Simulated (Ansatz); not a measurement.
Species: HO3 (charge 0, doublet). It need not be the lowest isomer of its formula. 
Geometry from a B3LYP-D3(BJ)/def2-TZVP (Ansatz, a program for electronic structure) optimisation:
SMILES: [O]OO
```xyz
4

O      0.2900     0.1010    -1.1274
O      0.3292     0.0866     0.4185
H      1.2118     0.3656    -1.2899
O     -0.7707    -0.2333     0.8701
```
Charge 0, spin multiplicity 2.

Wanted: vertical ionisation energy (to the singlet state of charge +1; each state is the SCF solution reached for its spin; the UHF <S^2> is 1.14 for the doublet (pure: 0.75); for the singlet the Hartree-Fock reference is unstable and T1 is 0.062; for the doublet T1 is 0.058), in eV. Correlated levels leave the core frozen unless marked. Open shells are spin-unrestricted. No spin-orbit coupling. Non-relativistic. Basis-set limits of correlation are two-point, X^-3; Hartree-Fock from the larger set. [CCSD(T)-MP2]/basis is that difference in the basis named.

RI-MP2/CBS(aug-cc-pVTZ,aug-cc-pVQZ)+[CCSD(T)-MP2]/aug-cc-pVTZ (Ansatz) gives 10.96 eV.

### Question
Another calculation gave 11.78 eV. Which level was it?
A) PBE/def2-TZVPD (Ansatz)
B) B2PLYP/def2-TZVPD (Ansatz)
C) wB97M-V/def2-TZVPD (Ansatz)
D) CAM-B3LYP/def2-TZVPD (Ansatz)

### Answer
D, CAM-B3LYP/def2-TZVPD (Ansatz). The others give 11.47 (wB97M-V), 11.25 (B2PLYP), 10.84 (PBE) eV.
